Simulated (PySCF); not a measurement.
A small calculation by hand: refractive index and permittivity of the vapour

C2H5F2NSi, SMILES F[SiH](/N=C/C)F.

Geometry optimised at r2SCAN-D4/def2-SVP. The structure was generated by enumeration; whether it is a known compound was not checked. The values are those of a single conformer.

PySCF with CAM-B3LYP/def2-TZVP gives a mean static polarisability of 54.1 bohr³ and a dipole moment of 3.01 D. Take an ideal gas at 298.15 K and 0.01 bar, whether or not the substance is that volatile.

Problem. Work out n − 1 in the optical limit and the static ε − 1.

Solution. 
Polarisability volume α' = 54.1 × 0.148185 = 8.02 Å³. Number density N = p/kT = 2.43e-7 Å⁻³.
Dilute limit of Lorentz–Lorenz: n − 1 = 2π N α' = 1.2e-5.
Orientation term of Debye: μ²/(3kT) = 8.098 Å³ × μ²(D²) = 73.37 Å³.
ε − 1 = 4π N (α' + μ²/3kT) = 0.00025. Orientation of the dipole supplies 90 % of the static response; it can't follow optical fields. Vibrational polarisation and dispersion are left out.
